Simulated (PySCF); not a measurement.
## Vibration and rotation of AsI

r²SCAN constants of AsI, ³Σ⁻ (triplet), unpaired electrons π ↑↑ (As def2-SVP, I def2-SVP with ECP28; scalar-relativistic core potentials (PySCF 2.14); masses 74.9216 and 126.9045 u):

| Property | Result |
| --- | --- |
| ωe | 257.6 cm⁻¹ |
| ωexe | 0.62 cm⁻¹ |
| Be | 0.057062 cm⁻¹ |
| αe | 0.000184 cm⁻¹ |
| De to As + I | 2.47 eV |

Question: What force constant and bond length do these constants imply?

Answer: Reduced mass μred = 47.109 u; k = 5.8918×10⁻⁷·μred·ωe² (u, cm⁻¹, mdyn/Å) = 1.84 mdyn/Å; Re = √(16.8576/(μred·Be)) (u, cm⁻¹, Å) = 2.504 Å.

Question: Estimate the centrifugal constant D from the Kratzer relation and find the Dunham coefficient a1.

Answer: D = 4Be³/ωe² = 1.12e-08 cm⁻¹; a1 = −1 − αeωe/(6Be²) = -3.43.

Spin–orbit coupling is left out, which matters for elements this heavy, above all for dissociation energies. The state was picked by a PBE0 search and need not be the measured ground state.
